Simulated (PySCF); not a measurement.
Relaxation of singlet AuH₃

These are results of PBE0/[Au def2-TZVP with ECP60, H def2-TZVP], scalar-relativistic core potentials, density fitting, no spin–orbit coupling, PySCF, not measurements. A (50,194) grid was used.

A start displaced from a saddle point along its imaginary mode, of Cs symmetry, held to at least that symmetry:

```xyz
4
charge 0 multiplicity 1, angstrom
Au    0.0005    0.0000   -0.0082
H    -0.1200    0.0000    1.4980
H     1.6407    0.0000   -0.0048
H    -1.6260    0.0000    0.1054
```

(1) What does it relax to?

(2) How much energy is released, and in how many steps?

Answers

(1) It ends at C2v with Au–H 1.576 Å, Au–H 1.837 Å (×2), H–H 0.802 Å; Au–H–H 77.4° (×2), H–Au–H 25.2°, H–Au–H 167.4° (×2) (after a last refinement on a finer grid). A frequency run shows a minimum.

(2) 133.5 kJ/mol in 19 steps.

No spin–orbit coupling is included, which matters more the heavier the element.
